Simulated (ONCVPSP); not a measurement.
# Varying the ONCV potential for ruthenium (Ru)

Base potential:

ruthenium, optimised norm-conserving Vanderbilt (ONCV), made with ONCVPSP 4.0.1 (PBE, scalar-relativistic). Core [Ar] 3d10, reference 4s2 4p6 4d5 (charge +3). Waves: 4s: rc 1.65 bohr, ncon 4, nbas 8, qcut 7.8 1/bohr, 2 projectors, debl 3.3 Ha; 4p: rc 1.20 bohr, ncon 4, nbas 7, qcut 6.2 1/bohr, 1 projector; 4d: rc 1.70 bohr, ncon 4, nbas 9, qcut 8.6 1/bohr, 2 projectors, debl 3.5 Ha. Local part: polynomial inside 1.05 bohr (lpopt 5, dvloc0 1 Ha). Core correction: Teter function, fcfact 3.5, rcfact 1.55.

In the s channel the program set the typed energies aside and used -4.082, 0.050 Ha.

All-electron outer shells of the reference configuration (PBE, scalar-relativistic, ld1.x):

| shell | level (eV) | outermost node (bohr) | outermost maximum (bohr) |
| --- | --- | --- | --- |
| 4s | -111.08 | 0.48 | 0.91 |
| 4p | -80.72 | 0.49 | 0.98 |
| 4d | -37.35 | 0.48 | 1.17 |

Cutoffs, loose and tight: the cutoffs (Ha) at which the residual kinetic energy of the hardest occupied pseudo-wave falls to 1 and 0.1 mHa per electron. They do not see the model core or the augmentation charge, which bear on the density cutoff. Test errors are all-electron minus pseudo excitation energies from the reference, over the configurations 4s2 4p6 4d7 5s1; 4s2 4p6 4d7; 4s2 4p6 4d6; 4s2 4p6 4d8. A dash means not determined; rows that change the core or the reference have their own tests. The largest error is taken over the tests solved by every variant that gives reliable tests at all: 4s2 4p6 4d6; 4s2 4p6 4d7; 4s2 4p6 4d7 5s1.

```tsv
change	outcome	cutoff, loose	cutoff, tight	bound ghosts	GHOST(+) flags above zero	largest test error (meV)
base	generated, projector energies reset by the program	86 Ha	105 Ha	none	s	+9.6
d: qcut 5.6	generated, projector energies reset by the program	86 Ha	106 Ha	none	s	+27
d: qcut 6.6	generated, projector energies reset by the program	86 Ha	105 Ha	none	s	+16
d: qcut 7.5	generated, projector energies reset by the program	86 Ha	105 Ha	none	s, d	+11
d: qcut 8.2	generated, projector energies reset by the program	86 Ha	105 Ha	none	s	+10
d: qcut 9.8	generated, projector energies reset by the program	86 Ha	105 Ha	none	s	+8.8
d: qcut 10.9	generated, projector energies reset by the program	86 Ha	105 Ha	none	s	+8.4
d: qcut 11.5	generated, projector energies reset by the program	86 Ha	105 Ha	none	s	+8.3
d: qcut 12.9	generated, projector energies reset by the program	86 Ha	105 Ha	none	s	+9.4
```

Reading the sweep of the qcut of the d channel (base included, trends over the rows without a ghost): The loose cutoff stays near 86 Ha.
